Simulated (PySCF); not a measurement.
PySCF input (CCSD(T)/cc-pVDZ):

```python
from pyscf import gto, scf, mp, cc as ccmod

mol = gto.M(
    atom='''
    Si   -0.17421370    0.01730525    0.07393284
    F    -0.09603979   -0.71779577    1.42822148
    F    -0.39291732    1.53940080    0.20033015
    F    -0.97355835   -0.69396995   -1.04031925
    O     1.46070141   -0.12900437   -0.59031091
    H     2.27098813    0.20936210   -0.16421155
    H     1.64503139   -0.56831642   -1.44245234
    ''',
    basis='cc-pvdz',
    charge=1,
    spin=0,
    verbose=4,
)

mf = scf.RHF(mol)
mf.conv_tol = 1e-10
mf.max_cycle = 100
mf.kernel()
mp2 = mp.MP2(mf, frozen=9).run()
cc = ccmod.CCSD(mf, frozen=9)
cc.max_cycle = 100
cc.kernel()
et = cc.ccsd_t()
print(f'E(CCSD(T)) = {cc.e_tot + et:.9f}')
```

Output:

```
PySCF version 2.14.0

[INPUT] verbose = 4
[INPUT] num. atoms = 7
[INPUT] num. electrons = 50
[INPUT] charge = 1
[INPUT] spin (= nelec alpha-beta = 2S) = 0
[INPUT] symmetry False subgroup None
[INPUT] Mole.unit = angstrom
[INPUT] Symbol           X                Y                Z      unit          X                Y                Z       unit  Magmom
[INPUT]  1 Si    -0.174213700000   0.017305250000   0.073932840000 AA   -0.329216180147   0.032702183017   0.139712819211 Bohr   0.0
[INPUT]  2 F     -0.096039790000  -0.717795770000   1.428221480000 AA   -0.181488900161  -1.356437418671   2.698947442421 Bohr   0.0
[INPUT]  3 F     -0.392917320000   1.539400800000   0.200330150000 AA   -0.742506124398   2.909045907936   0.378569117993 Bohr   0.0
[INPUT]  4 F     -0.973558350000  -0.693969950000  -1.040319250000 AA   -1.839758647783  -1.311413144178  -1.965918464613 Bohr   0.0
[INPUT]  5 O      1.460701410000  -0.129004370000  -0.590310910000 AA    2.760325614666  -0.243782928172  -1.115525948243 Bohr   0.0
[INPUT]  6 H      2.270988130000   0.209362100000  -0.164211550000 AA    4.291545597838   0.395637029864  -0.310314855990 Bohr   0.0
[INPUT]  7 H      1.645031390000  -0.568316420000  -1.442452340000 AA    3.108658793413  -1.073962385893  -2.725839870338 Bohr   0.0

nuclear repulsion = 280.70120720562
number of shells = 31
number of NR pGTOs = 159
number of NR cGTOs = 84
basis = cc-pvdz
ecp = {}

******** <class 'pyscf.scf.hf.RHF'> ********
method = RHF
initial guess = minao
damping factor = 0
level_shift factor = 0
DIIS = <class 'pyscf.scf.diis.CDIIS'>
diis_start_cycle = 1
diis_space = 8
diis_damp = 0
SCF conv_tol = 1e-10
SCF conv_tol_grad = None
SCF max_cycles = 100
direct_scf = True
direct_scf_tol = 1e-13
Set gradient conv threshold to 1e-05
Initial guess from minao.
init E= -664.071273550607
  HOMO = -0.523007595620997  LUMO = 0.005471476808669  gap/eV = 14.38065
cycle= 1 E= -663.072312694208  delta_E= 0.999  |g|= 0.763  |ddm|=  2.2
  HOMO = -0.829898287337719  LUMO = -0.137551516747921  gap/eV = 18.83972
cycle= 2 E= -663.168037343032  delta_E= -0.0957  |g|= 0.395  |ddm|= 0.875
  HOMO = -0.891141915863492  LUMO = -0.115886478675526  gap/eV = 21.09577
cycle= 3 E= -663.192005027809  delta_E= -0.024  |g|= 0.0576  |ddm|= 0.222
  HOMO = -0.879580676511023  LUMO = -0.10775606029807  gap/eV = 21.00242
cycle= 4 E= -663.192687999183  delta_E= -0.000683  |g|= 0.00935  |ddm|= 0.0442
  HOMO = -0.881011007099077  LUMO = -0.106513078305619  gap/eV = 21.07516
cycle= 5 E= -663.192714548353  delta_E= -2.65e-05  |g|= 0.00262  |ddm|= 0.0111
  HOMO = -0.881249935909094  LUMO = -0.106738671071055  gap/eV = 21.07553
cycle= 6 E= -663.192716241429  delta_E= -1.69e-06  |g|= 0.000947  |ddm|= 0.00205
  HOMO = -0.881258634113286  LUMO = -0.106664593636401  gap/eV = 21.07778
cycle= 7 E= -663.192716568716  delta_E= -3.27e-07  |g|= 0.000186  |ddm|= 0.000966
  HOMO = -0.881296628352409  LUMO = -0.106651743406963  gap/eV = 21.07916
cycle= 8 E= -663.192716588484  delta_E= -1.98e-08  |g|= 3.8e-05  |ddm|= 0.000308
  HOMO = -0.881298155807215  LUMO = -0.106648073698112  gap/eV = 21.07930
cycle= 9 E= -663.192716589175  delta_E= -6.92e-10  |g|= 5.94e-06  |ddm|= 5.87e-05
  HOMO = -0.881298513536357  LUMO = -0.106647682812682  gap/eV = 21.07932
cycle= 10 E= -663.192716589195  delta_E= -1.94e-11  |g|= 1.32e-06  |ddm|= 8.88e-06
  HOMO = -0.881298547827863  LUMO = -0.106647730592841  gap/eV = 21.07932
Extra cycle  E= -663.192716589195  delta_E= -1.14e-13  |g|= 5.77e-07  |ddm|= 1.32e-06
converged SCF energy = -663.192716589195

******** <class 'pyscf.mp.mp2.RMP2'> ********
nocc = 16, nmo = 75
frozen orbitals 9
E(RMP2) = -664.033071024829  E_corr = -0.840354435634035
E(SCS-RMP2) = -664.002687696318  E_corr = -0.809971107123021
E_corr(same-spin) = -0.228985633428256
E_corr(oppo-spin) = -0.61136880220578

******** <class 'pyscf.cc.ccsd.CCSD'> ********
CC2 = 0
CCSD nocc = 16, nmo = 75
frozen orbitals 9
max_cycle = 100
direct = 0
conv_tol = 1e-07
conv_tol_normt = 1e-05
diis_space = 6
diis_start_cycle = 0
diis_start_energy_diff = 1e+09
Init t2, MP2 energy = -664.033071022111  E_corr(MP2) -0.840354432916389
Init E_corr(CCSD) = -0.84035443291649
cycle = 1  E_corr(CCSD) = -0.831993977876722  dE = 0.00836045504  norm(t1,t2) = 0.0643784
cycle = 2  E_corr(CCSD) = -0.848987593440251  dE = -0.0169936156  norm(t1,t2) = 0.0182732
cycle = 3  E_corr(CCSD) = -0.849024781100538  dE = -3.71876603e-05  norm(t1,t2) = 0.0100553
cycle = 4  E_corr(CCSD) = -0.85132277785025  dE = -0.00229799675  norm(t1,t2) = 0.00353042
cycle = 5  E_corr(CCSD) = -0.85131187628988  dE = 1.09015604e-05  norm(t1,t2) = 0.000546691
cycle = 6  E_corr(CCSD) = -0.85124726460665  dE = 6.46116832e-05  norm(t1,t2) = 0.000194808
cycle = 7  E_corr(CCSD) = -0.851242352706851  dE = 4.9118998e-06  norm(t1,t2) = 4.6505e-05
cycle = 8  E_corr(CCSD) = -0.851243572426173  dE = -1.21971932e-06  norm(t1,t2) = 1.6378e-05
cycle = 9  E_corr(CCSD) = -0.85124453103036  dE = -9.58604187e-07  norm(t1,t2) = 5.76715e-06
cycle = 10  E_corr(CCSD) = -0.851244449489459  dE = 8.15409006e-08  norm(t1,t2) = 1.47205e-06
CCSD converged
E(CCSD) = -664.0439610386845  E_corr = -0.8512444494894594
CCSD(T) correction = -0.0142458482380873
E(CCSD(T)) = -664.058206887
```

It need not be the lowest isomer of its formula.
